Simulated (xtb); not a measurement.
OZr, singlet, geometry from GFN2-xTB (such geometries of metal compounds can be far from the true shape); xtb with GFN1-xTB.

Input for xtb:
```
$ xtb mol.xyz --gfn 1 --chrg 0 --uhf 0 --json

# file mol.xyz
2

Zr    -0.00000000    -0.00000000    -0.29196683
O      0.00000000     0.00000000     1.45983413
```

Output, abridged:

```
   ID    Z sym.   atoms
    1   40 Zr     1
    2    8 O      2

           -------------------------------------------------
          |                Calculation Setup                |
           -------------------------------------------------

           -------------------------------------------------
          |                 G F N 1 - x T B                 |
           -------------------------------------------------

          ...................................................
          :                      SETUP                      :
          :.................................................:
          :  # basis functions                  14          :
          :  # atomic orbitals                  13          :
          :  # shells                            5          :
          :  # electrons                        10          :
          :  # halogen bonds                     0          :
          :  max. iterations                   250          :
          :  Hamiltonian                  GFN1-xTB          :
          :  restarted?                      false          :
          :  GBSA solvation                  false          :
          :  PC potential                    false          :
          :  electronic temp.          300.0000000     K    :
          :  accuracy                    1.0000000          :
          :  -> integral cutoff          0.2500000E+02      :
          :  -> integral neglect         0.1000000E-07      :
          :  -> SCF convergence          0.1000000E-05 Eh   :
          :  -> wf. convergence          0.2000000E-04 e    :
          :  Broyden damping             0.4000000          :
          :  net charge                          0          :
          :  unpaired electrons                  0          :
          ...................................................

 iter      E             dE          RMSdq      gap      omega  full diag
   1     -5.8201430 -0.582014E+01  0.155E+01    0.00       0.0  T
   2     -5.8649295 -0.447866E-01  0.945E+00    0.00       1.0  T
   3     -5.9274220 -0.624924E-01  0.582E+00    0.00       1.0  T
   4     -5.9454420 -0.180201E-01  0.272E-01    0.00       1.0  T
   5     -5.9456014 -0.159327E-03  0.228E-01    0.00       1.0  T
   6     -5.9456908 -0.893885E-04  0.675E-02    0.00       1.0  T
   7     -5.9457022 -0.114468E-04  0.326E-03    0.00      21.7  T
   8     -5.9457022 -0.228241E-07  0.986E-04    0.00      71.7  T
[...]
         :: total energy              -5.908660360070 Eh    ::
[...]
           -------------------------------------------------

    * Orbital Energies and Occupations

         #    Occupation            Energy/Eh            Energy/eV
      -------------------------------------------------------------
         1        2.0000           -0.6542035             -17.8018
         2        2.0000           -0.4131871             -11.2434
         3        2.0000           -0.4131871             -11.2434
         4        2.0000           -0.4101233             -11.1600
         5        1.0000           -0.2687690              -7.3136 (HOMO)
         6        1.0000           -0.2687690              -7.3136 (LUMO)
         7                         -0.2509682              -6.8292
         8                         -0.2509682              -6.8292
         9                         -0.2386130              -6.4930
        10                         -0.1344509              -3.6586
        11                         -0.1090690              -2.9679
        12                         -0.1090690              -2.9679
        13                          0.3970889              10.8053
      -------------------------------------------------------------
                  HL-Gap            0.0000000 Eh            0.0000 eV
             Fermi-level           -0.2687690 Eh           -7.3136 eV

  Mulliken/CM5 charges         n(s)   n(p)   n(d)
     1Zr    0.68729  0.98356   0.218  0.609  2.486
     2O    -0.68729 -0.98356   1.644  5.043  0.000

Wiberg/Mayer (AO) data.
largest (>0.10) Wiberg bond orders for each atom

 ---------------------------------------------------------------------------
     #   Z sym  total        # sym  WBO       # sym  WBO       # sym  WBO
 ---------------------------------------------------------------------------
     1  40 Zr   2.193 --     2 O    2.193
     2   8 O    2.193 --     1 Zr   2.193
 ---------------------------------------------------------------------------

Topologies differ in total number of bonds
Writing topology from bond orders to xtbtopo.mol

 dipole moment from electron density (au)
     X       Y       Z
   0.0000  -0.0000  -4.0279  total (Debye):   10.238

           -------------------------------------------------
          | TOTAL ENERGY               -5.908660360070 Eh   |
          | GRADIENT NORM               0.026380134053 Eh/α |
          | HOMO-LUMO GAP               0.000000000000 eV   |
           -------------------------------------------------

normal termination of xtb
```
